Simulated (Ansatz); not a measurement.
Cost and result for the atomization energy of `O=[CH][InH2]` (6 atoms, 5 bonds).

```tsv
atom	x (Å)	y (Å)	z (Å)
O1	1.838	-0.742	-0.200
C2	1.158	0.152	0.236
In3	-1.016	-0.030	-0.146
H4	1.655	0.988	0.787
H5	-1.653	0.573	-1.631
H6	-1.981	-0.940	0.955
```

The species carries charge 0 and has multiplicity 1. Correlated methods include outer-core shells of In, which these sets cover unevenly. In: def2 effective core potential. Geometry: relaxed with PBE0-D4/def2-TZVP. Program: Ansatz. All runs use 2 threads of an Arm Neoverse V1 on a shared host. Times are those of one run each, without the atoms' runs, and a repeat can differ threefold. Electronic energies, without spin–orbit coupling; frozen cores. CCSD(T)/CBS adds CCSD(T) − MP2 in def2-TZVPP to the MP2 limit, and its time is that of the two runs behind it. T1 = 0.017. With those shells the extrapolation isn't a true limit. B3LYP takes the VWN-RPA correlation (the form of Gaussian; ORCA's B3LYP/G).

CCSD(T)/CBS is a level of theory with its own doubt, some kJ/mol a heavy atom from the limit and from the frozen cores, so smaller differences don't rank the functionals.

```tsv
level	functions	wall time	atomization (kcal/mol)	difference from CCSD(T)/CBS	per bond
revPBE-D4/def2-TZVPP	154	1.6 s	427.6	-1.9	-0.4
BLYP-D4/def2-TZVPP	154	1.7 s	430.3	0.8	0.2
PBE-D4/def2-TZVPP (with forces)	154	1.9 s	441.0	11.5	2.3
BHLYP-D4/def2-TZVPP	154	2 s	406.8	-22.7	-4.5
CCSD(T)/def2-SVP	69	2 s	403.5	-26.0	-5.2
CAM-B3LYP-D4/def2-TZVPP	154	2.3 s	430.1	0.6	0.1
B3LYP-D4/def2-TZVPP (with forces)	154	2.8 s	426.5	-3.0	-0.6
ωB97X-V/def2-TZVPP	154	6.5 s	432.3	2.8	0.6
B97M-V/def2-TZVPP	154	7 s	432.6	3.1	0.6
ωB97M-V/def2-TZVPP (with forces)	154	8.5 s	431.2	1.7	0.3
MP2/def2-QZVPP	286	9 s	429.6	0.1	0.0
CCSD(T)/def2-TZVPP	154	34 s	418.3	-11.2	-2.2
CCSD(T)/CBS(def2)	–	43 s	429.5	0.0	0.0
```

At CCSD(T), def2-SVP lies −25.9 kcal/mol from the extrapolated value and def2-TZVPP −11.2 kcal/mol: correlation converges slowly with the basis, and small sets miss more of it in the bonded molecule than in its fragments. From BLYP to BHLYP (50 % exact exchange), in def2-TZVPP and without D4, the atomization energy moves by −21.9 kcal/mol: exact exchange takes away binding that semilocal exchange gives to molecules. In def2-TZVPP, CCSD(T) changes the Hartree–Fock value by +134.3 kcal/mol (the triples alone add +9.3 kcal/mol) and MP2 by +138.9 kcal/mol; breaking electron pairs costs correlation energy, which Hartree–Fock lacks.

Spin–orbit coupling would lower the free In atoms strongly, and the atomization energy with them, by more than many differences here.
